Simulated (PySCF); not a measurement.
# Spinor energies of As⁻ (arsenic, charge -1)

Start: [Ar] 3d10 4s2 4p4; 4p1/2 filled at m_j = -1/2, +1/2; 4p3/2 filled at m_j = +1/2, +3/2. Calculated with PySCF 2.14 in x2c-TZVPall-2c with one added diffuse shell each of s, p, d type (7s8p5d1f, 63 functions): generalised Hartree-Fock with the X2C-1e Hamiltonian and a Gaussian nucleus; one run each with spin-orbit coupling (SO) switched off, then screened by Boettger's factors.

```
spinor shell  electrons  ε, spin-free (eV)  ε, screened SO (eV)  weight of nominal j (screened SO)  rms radius, screened SO (bohr)
       1s1/2          2           -11937.7             -11937.4                              1.000                          0.0524
       2s1/2          2            -1565.3              -1565.1                              1.000                           0.219
       2p1/2          2            -1366.7              -1391.8                              1.000                           0.194
       3s1/2          2            -218.23              -218.13                              1.000                           0.639
       3p1/2          2            -154.52              -158.14                              0.999                           0.659
       3p3/2          4            -154.52              -152.66                              1.000                           0.670
       3d3/2          4            -49.319              -49.715                              0.990                           0.749
       3d5/2          6            -49.319              -48.906                              0.994                           0.751
       4s1/2          2            -12.577              -12.519                              0.999                            2.22
       4p3/2          2             -2.174               -2.773                              0.818                            3.07
       4p1/2          2             -2.174               -1.513                              0.690                            3.50
```

Q: Where does 2p3/2 lie, and what is the 2p spin-orbit splitting (screened SO)?

A: At -1354.6 eV, 37.199 eV above 2p1/2.

| quantity | spin-free | screened SO |
| --- | --- | --- |
| E (hartree) | -2258.94990 | -2259.04712 |
| M_J | 2 | 2 |
| ⟨J²⟩ | 6.063 | 6.058 |
| ⟨L²⟩ | 2.009 | 2.043 |
| ⟨S²⟩ | 2.054 | 2.026 |

Each row is a mean over spinors that exchange with the open shell spreads, by up to 4.556 eV (4s1/2).

Rows whose weight is well below 1 are mixtures of j = l ± 1/2: exchange outweighs spin-orbit coupling there, and the label is only the starting occupation.

⟨J²⟩ departs a little from M_J(M_J + 1) because the unrestricted spinors polarise the closed shells.

Without spin-orbit coupling the j labels of p, d and f shells carry no meaning; the spin-free column gives the mean over the occupied spinors of each nl shell.
